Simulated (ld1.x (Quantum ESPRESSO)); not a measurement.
## holmium: TM semilocal pseudisation with PBE, scalar-relativistic reference atom.

Input for ld1.x (Quantum ESPRESSO) 7.5:

```
&input
   title='Ho', zed=67., rel=1, dft='PBE', iswitch=3,
   config='[Xe] 4f11 5d0 6s2 6p0',
   nld=4, rlderiv=3.35, eminld=-6.0, emaxld=5.0, deld=0.02
 /
 &inputp
   pseudotype=1, tm=.true., lloc=0,
   nlcc=.true.,
   file_pseudopw='Ho.pp', file_wfcaegen='ae.wfc', file_wfcncgen='nc.wfc'
 /
4
5P  2  1   6.00   0.00  1.40  1.40  0.0
5D  3  2   0.00   0.00  3.10  3.10  0.0
4F  4  3  11.00   0.00  1.00  1.00  0.0
5S  1  0   2.00   0.00  1.30  1.30  0.0
 &test
   configts(1)='4f11 5s2 5p6 5d0 6s2 6p0'
 /
```

Command:

```bash
ld1.x < Ho.in > Ho.out
```

The program printed (shortened: banner, matrices, multipoles, cross overlaps and the repeated all-electron block are left out):

```
Program LD1 v.7.5
     --------------------------- All-electron run ----------------------------

     Ho
     scalar relativistic calculation

     atomic number is 67.00
     dft =PBE   lsd =0 sic =0 latt =0  beta=0.20 tr2=1.0E-14
     Exchange-correlation= PBE
                           (   1   4   3   4   0   0   0)
     mesh =1265 r(mesh) =  99.01857 a.u. xmin = -7.00 dx = 0.01250
     1 Ry =  13.60569312 eV, c = 137.03599908

     n l     nl                  e(Ry)          e(Ha)          e(eV)
     1 0     1S 1( 2.00)     -4079.2450     -2039.6225    -55500.9551
     2 0     2S 1( 2.00)      -682.3114      -341.1557     -9283.3201
     2 1     2P 1( 6.00)      -604.4129      -302.2064     -8223.4560
     3 0     3S 1( 2.00)      -152.3901       -76.1951     -2073.3734
     3 1     3P 1( 6.00)      -128.5900       -64.2950     -1749.5567
     4 0     4S 1( 2.00)       -30.0998       -15.0499      -409.5280
     4 1     4P 1( 6.00)       -22.2694       -11.1347      -302.9907
     3 2     3D 1(10.00)       -98.4148       -49.2074     -1339.0017
     5 0     5S 1( 2.00)        -3.7025        -1.8513       -50.3753
     5 1     5P 1( 6.00)        -1.9011        -0.9505       -25.8656
     4 2     4D 1(10.00)       -11.6975        -5.8488      -159.1532
     4 3     4F 1(11.00)        -0.2309        -0.1155        -3.1421
     5 2     5D 1( 0.00)        -0.0766        -0.0383        -1.0416
     6 0     6S 1( 2.00)        -0.2784        -0.1392        -3.7880
     6 1     6P 1( 0.00)        -0.0843        -0.0421        -1.1463

     final scf error:  9.4E-15 reached in  24 iterations

     Etot =  -25232.704068 Ry,  -12616.352034 Ha, -343308.428208 eV

     Ekin =   27292.082600 Ry,   13646.041300 Ha,  371327.700542 eV
     Encl =  -61840.447780 Ry,  -30920.223890 Ha, -841382.155078 eV
     Eh   =    9856.161961 Ry,    4928.080980 Ha,  134099.915006 eV
     Exc  =    -540.500848 Ry,    -270.250424 Ha,   -7353.888677 eV

     normalization and overlap integrals

     s(1S/1S) =  1.000000  <r> =   0.0207  <r2> =    0.0006  r(max) =   0.0132
     s(2S/2S) =  1.000000  <r> =   0.0881  <r2> =    0.0092  r(max) =   0.0749
     s(2P/2P) =  1.000000  <r> =   0.0781  <r2> =    0.0074  r(max) =   0.0605
     s(3S/3S) =  1.000000  <r> =   0.2298  <r2> =    0.0604  r(max) =   0.2113
     s(3P/3P) =  1.000000  <r> =   0.2289  <r2> =    0.0607  r(max) =   0.2086
     s(4S/4S) =  1.000000  <r> =   0.5188  <r2> =    0.3038  r(max) =   0.4821
     s(4P/4P) =  1.000000  <r> =   0.5501  <r2> =    0.3443  r(max) =   0.5068
     s(3D/3D) =  1.000000  <r> =   0.2079  <r2> =    0.0507  r(max) =   0.1687
     s(5S/5S) =  1.000000  <r> =   1.2768  <r2> =    1.8375  r(max) =   1.1420
     s(5P/5P) =  1.000000  <r> =   1.5214  <r2> =    2.6430  r(max) =   1.2941
     s(4D/4D) =  1.000000  <r> =   0.5964  <r2> =    0.4131  r(max) =   0.5261
     s(4F/4F) =  1.000001  <r> =   0.8561  <r2> =    1.0316  r(max) =   0.5261
     s(5D/5D) =  1.000000  <r> =   3.5967  <r2> =   16.9538  r(max) =   2.1071
     s(6S/6S) =  1.000000  <r> =   4.0657  <r2> =   18.8738  r(max) =   3.4308
     s(6P/6P) =  1.000000  <r> =   5.9222  <r2> =   40.6555  r(max) =   4.7484

     ------------------------ End of All-electron run ------------------------

     --------------------- Generating NC pseudopotential ---------------------

      Generating local pot.: lloc=0, matching radius rcloc =   1.3000

      Computing core charge for nlcc:

       r > 0.72 : true rho core
       r < 0.72 : rho core = a sin(br)/r    a=  59.77  b=   3.61

      Integrated core pseudo-charge :  18.48

      Wfc   5P  rcut= 1.412  Using Troullier-Martins method

      Wfc   5D  rcut= 3.066  Using Troullier-Martins method

      Wfc   4F  rcut= 0.995  Using Troullier-Martins method

     ------------------- End of pseudopotential generation -------------------

     Computing logarithmic derivative in   3.36718

       Warning: n=3, l=1 expected 1 nodes, found 0
       Setting wfc to zero for this iteration
       (This warning will only be printed once per wavefunction)

     Computing logarithmic derivative in   3.36718
     Computing the partial wave expansion
       no projector for channel:   0
     R is outside the sphere for l=    1 j= 0.00
     R is outside the sphere for l=    2 j= 0.00
     R is outside the sphere for l=    3 j= 0.00

     ---------------------- Testing the pseudopotential ----------------------

     Ho
     scalar relativistic calculation

     atomic number is 67.00   valence charge is 21.00
     dft =PBE   lsd =0 sic =0 latt =0  beta=0.20 tr2=1.0E-14
     mesh =1265 r(mesh) =  99.01857 xmin = -7.00 dx = 0.01250

     n l     nl             e AE (Ry)        e PS (Ry)    De AE-PS (Ry)
     4 3     4F   1(11.00)       -0.23094       -0.23088       -0.00006
     1 0     5S   1( 2.00)       -3.70252       -3.70256        0.00005
     2 1     5P   1( 6.00)       -1.90109       -1.90111        0.00002
     3 2     5D   1( 0.00)       -0.07655       -0.07655       -0.00000
     2 0     6S   1( 2.00)       -0.27842       -0.28107        0.00266
     3 1     6P   1( 0.00)       -0.08425       -0.02528       -0.05898  !

     eps = 4.8E-15  iter = 18

     Etot =  -25232.704068 Ry,  -12616.352034 Ha, -343308.428208 eV
     Etotps =  -385.653233 Ry,    -192.826617 Ha,   -5247.079544 eV

     Ekin =     423.148632 Ry,     211.574316 Ha,    5757.230439 eV
     Encl =    -632.797889 Ry,    -316.398944 Ha,   -8609.653884 eV
     Ehrt =     320.096508 Ry,     160.048254 Ha,    4355.134858 eV
     Ecxc =     -96.603571 Ry,     -48.301785 Ha,   -1314.358536 eV
     (Ecc =     -49.344691 Ry,     -24.672346 Ha,    -671.368725 eV)
     Epseu=    -399.496914 Ry,    -199.748457 Ha,   -5435.432421 eV

     ---------------------- End of pseudopotential test ----------------------
```

ld1.x takes every shell without a wave as core, so the model core holds the 6s electrons as well and exchange and correlation see them twice. This cancels in the reference configuration, but the file is broken for other ones, and its errors say nothing about a proper core correction.

Generation and configuration tests took about 2.1 s on one core of a shared server CPU.

Transferability test of the new file with ld1.x, input:

```
&input
   title='Ho', zed=67., rel=1, dft='PBE', iswitch=2,
   config='[Xe] 4f11 5d0 6s2 6p0'
 /
 &test
   file_pseudo='Ho.pp', nconf=8,
   configts(1)='4f11 5s2 5p6 5d0 6s2 6p0',
   configts(2)='4f11 5s2 5p6 5d0 6s1 6p0',
   configts(3)='4f11 5s2 5p6 5d0 6s0 6p0',
   configts(4)='4f10 5s2 5p6 5d0 6s0 6p0',
   configts(5)='4f9 5s2 5p6 5d0 6s0 6p0',
   configts(6)='4f11 5s2 5p5 5d0 6s2 6p0',
   configts(7)='4f11 5s2 5p6 5d0 6s1 6p1',
   configts(8)='4f11 5s1 5p6 5d0 6s2 6p0'
 /
```

```bash
ld1.x < Ho.test.in > Ho.test.out
```

Pseudopotential blocks of its output, shortened (energy terms left out; the distinct warnings before each block abridged to one line each):

```
     Warning: n=3, l=1 expected 1 nodes, found 0
     ---------------------- Testing the pseudopotential ----------------------

     n l     nl             e AE (Ry)        e PS (Ry)    De AE-PS (Ry)
     4 3     4F   1(11.00)       -0.23094       -0.23088       -0.00006
     1 0     5S   1( 2.00)       -3.70252       -3.70256        0.00005
     2 1     5P   1( 6.00)       -1.90109       -1.90111        0.00002
     3 2     5D   1( 0.00)       -0.07655       -0.07655       -0.00000
     2 0     6S   1( 2.00)       -0.27842       -0.28107        0.00266
     3 1     6P   1( 0.00)       -0.08425       -0.02528       -0.05898  !

     eps = 3.1E-15  iter = 25

     Etot =  -25232.704068 Ry,  -12616.352034 Ha, -343308.428208 eV
     Etotps =  -385.653231 Ry,    -192.826616 Ha,   -5247.079514 eV

     ---------------------- End of pseudopotential test ----------------------

          ---------------------- Testing the pseudopotential ----------------------

     n l     nl             e AE (Ry)        e PS (Ry)    De AE-PS (Ry)
     4 3     4F   1(11.00)       -0.70925       -0.71879        0.00953  !
     1 0     5S   1( 2.00)       -4.18590       -4.19539        0.00949  !
     2 1     5P   1( 6.00)       -2.38334       -2.39255        0.00921  !
     3 2     5D   1( 0.00)       -0.49731       -0.51214        0.01483  !
     2 0     6S   1( 1.00)       -0.65789       -0.68344        0.02555  !
     3 1     6P   1( 0.00)       -0.40079       -0.12024       -0.28055  !

     eps = 1.2E-15  iter = 19

     Etot =  -25232.240386 Ry,  -12616.120193 Ha, -343302.119493 eV
     Etotps =  -385.175953 Ry,    -192.587976 Ha,   -5240.585810 eV
     dEtot_ae =       0.463682 Ry
     dEtot_ps =       0.477278 Ry,   Delta E=      -0.013596 Ry

     ---------------------- End of pseudopotential test ----------------------

          ---------------------- Testing the pseudopotential ----------------------

     n l     nl             e AE (Ry)        e PS (Ry)    De AE-PS (Ry)
     4 3     4F   1(11.00)       -1.26996       -1.28547        0.01551  !
     1 0     5S   1( 2.00)       -4.75287       -4.76761        0.01475  !
     2 1     5P   1( 6.00)       -2.94598       -2.96101        0.01504  !
     3 2     5D   1( 0.00)       -0.99377       -1.02107        0.02730  !
     2 0     6S   1( 0.00)       -1.08035       -1.13407        0.05372  !
     3 1     6P   1( 0.00)       -0.75086       -0.22526       -0.52560  !

     eps = 3.7E-15  iter = 21

     Etot =  -25231.372311 Ry,  -12615.686156 Ha, -343290.308738 eV
     Etotps =  -384.270429 Ry,    -192.135215 Ha,   -5228.265538 eV
     dEtot_ae =       1.331756 Ry
     dEtot_ps =       1.382802 Ry,   Delta E=      -0.051045 Ry

     ---------------------- End of pseudopotential test ----------------------

          ---------------------- Testing the pseudopotential ----------------------

     n l     nl             e AE (Ry)        e PS (Ry)    De AE-PS (Ry)
     4 3     4F   1(10.00)       -2.57904       -2.61054        0.03150  !
     1 0     5S   1( 2.00)       -5.88984       -5.89778        0.00794  !
     2 1     5P   1( 6.00)       -4.00596       -4.01299        0.00703  !
     3 2     5D   1( 0.00)       -1.83203       -1.84309        0.01106  !
     2 0     6S   1( 0.00)       -1.71921       -1.77926        0.06005  !
     3 1     6P   1( 0.00)       -1.29305       -0.72639       -0.56666  !

     eps = 4.7E-15  iter = 16

     Etot =  -25229.464161 Ry,  -12614.732080 Ha, -343264.347028 eV
     Etotps =  -382.343202 Ry,    -191.171601 Ha,   -5202.044278 eV
     dEtot_ae =       3.239907 Ry
     dEtot_ps =       3.310029 Ry,   Delta E=      -0.070122 Ry

     ---------------------- End of pseudopotential test ----------------------

          ---------------------- Testing the pseudopotential ----------------------

     n l     nl             e AE (Ry)        e PS (Ry)    De AE-PS (Ry)
     4 3     4F   1( 9.00)       -4.08952       -4.15522        0.06570  !
     1 0     5S   1( 2.00)       -7.14791       -7.15244        0.00452
     2 1     5P   1( 6.00)       -5.17610       -5.17573       -0.00037
     3 2     5D   1( 0.00)       -2.79219       -2.78006       -0.01213  !
     2 0     6S   1( 0.00)       -2.43882       -2.50556        0.06673  !
     3 1     6P   1( 0.00)       -1.92370       -2.00927        0.08556  !

     eps = 7.8E-15  iter = 15

     Etot =  -25226.141703 Ry,  -12613.070851 Ha, -343219.142688 eV
     Etotps =  -378.976638 Ry,    -189.488319 Ha,   -5156.239839 eV
     dEtot_ae =       6.562365 Ry
     dEtot_ps =       6.676593 Ry,   Delta E=      -0.114228 Ry

     ---------------------- End of pseudopotential test ----------------------

          ---------------------- Testing the pseudopotential ----------------------

     n l     nl             e AE (Ry)        e PS (Ry)    De AE-PS (Ry)
     4 3     4F   1(11.00)       -1.08373       -1.07826       -0.00547  !
     1 0     5S   1( 2.00)       -4.55325       -4.55939        0.00614  !
     2 1     5P   1( 5.00)       -2.71408       -2.72057        0.00649  !
     3 2     5D   1( 0.00)       -0.69460       -0.69756        0.00296
     2 0     6S   1( 2.00)       -0.77391       -0.78426        0.01034  !
     3 1     6P   1( 0.00)       -0.47336       -0.48376        0.01039  !

     eps = 6.7E-15  iter = 19

     Etot =  -25230.409797 Ry,  -12615.204898 Ha, -343277.213061 eV
     Etotps =  -383.352692 Ry,    -191.676346 Ha,   -5215.779088 eV
     dEtot_ae =       2.294271 Ry
     dEtot_ps =       2.300539 Ry,   Delta E=      -0.006268 Ry

     ---------------------- End of pseudopotential test ----------------------

          BEWARE! Errors in PS-KS equations
     ---------------------- Testing the pseudopotential ----------------------

     n l     nl             e AE (Ry)        e PS (Ry)    De AE-PS (Ry)
     4 3     4F   1(11.00)       -0.33896       -0.71879        0.37983  !
     1 0     5S   1( 2.00)       -3.81440       -4.19539        0.38099  !
     2 1     5P   1( 6.00)       -2.01191       -2.39255        0.38064  !
     3 2     5D   1( 0.00)       -0.15349       -0.16449        0.01101  !
     2 0     6S   1( 1.00)       -0.33915       -0.68344        0.34429  !
     3 1     6P   1( 1.00)       -0.13161       -0.00364       -0.12797  !

     eps = 4.1E-15  iter = 31

     Etot =  -25232.503211 Ry,  -12616.251605 Ha, -343305.695410 eV
     Etotps =  -385.179588 Ry,    -192.589794 Ha,   -5240.635269 eV
     dEtot_ae =       0.200857 Ry
     dEtot_ps =       0.473643 Ry,   Delta E=      -0.272786 Ry

     ---------------------- End of pseudopotential test ----------------------

          ---------------------- Testing the pseudopotential ----------------------

     n l     nl             e AE (Ry)        e PS (Ry)    De AE-PS (Ry)
     4 3     4F   1(11.00)       -1.15344       -1.14823       -0.00521  !
     1 0     5S   1( 1.00)       -4.60459       -4.61034        0.00575  !
     2 1     5P   1( 6.00)       -2.75499       -2.76091        0.00592  !
     3 2     5D   1( 0.00)       -0.71060       -0.71229        0.00169
     2 0     6S   1( 2.00)       -0.77712       -0.78777        0.01065  !
     3 1     6P   1( 0.00)       -0.47426       -0.48507        0.01081  !

     eps = 6.1E-15  iter = 20

     Etot =  -25228.566064 Ry,  -12614.283032 Ha, -343252.127800 eV
     Etotps =  -381.508566 Ry,    -190.754283 Ha,   -5190.688469 eV
     dEtot_ae =       4.138004 Ry
     dEtot_ps =       4.144665 Ry,   Delta E=      -0.006662 Ry

     ---------------------- End of pseudopotential test ----------------------
```
